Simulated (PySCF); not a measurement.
pent-4-yn-2-one (C₅H₆O), SMILES C#CCC(C)=O. Atoms are numbered in the order given.

```xyz
12

C      2.1843     1.0664     0.9785
C      1.4882     0.2468     0.4124
C      0.6410    -0.7171    -0.2674
C     -0.8537    -0.3583    -0.4191
C     -1.4189     0.6799     0.5102
O     -1.5130    -0.9391    -1.2494
H      2.8055     1.7870     1.4774
H      1.0174    -0.9443    -1.2790
H      0.6564    -1.6816     0.2763
H     -2.5063     0.7440     0.3793
H     -1.1618     0.4462     1.5561
H     -0.9522     1.6557     0.2970
```
Charge 0, spin multiplicity 1.

The structure is a stationary point at r2SCAN-D4/def2-SVP. The values are those of a single conformer.

Computed with HF/pcSseg-1 (PySCF).

GIAO shieldings, no solvent; atoms listed in one row are averaged. δ = σ(ref) − σ: ¹³C against TMS (σ = 192.6 ppm); ¹⁷O against H2O (σ = 333.0 ppm); ¹H against TMS (σ = 31.99 ppm), references at their B3LYP-D3(BJ)/def2-TZVP geometries, non-relativistic.

```csv
nucleus,atoms,count,δ (ppm)
¹³C,C4,1,209.4
¹³C,C1,1,85.5
¹³C,C2,1,82.3
¹³C,C3,1,31.9
¹³C,C5,1,30.5
¹⁷O,O6,1,670.7
¹H,H8,1,3.34
¹H,H7,1,3.06
¹H,H9,1,3.05
¹H,"H10, H11, H12",3,2.69
```
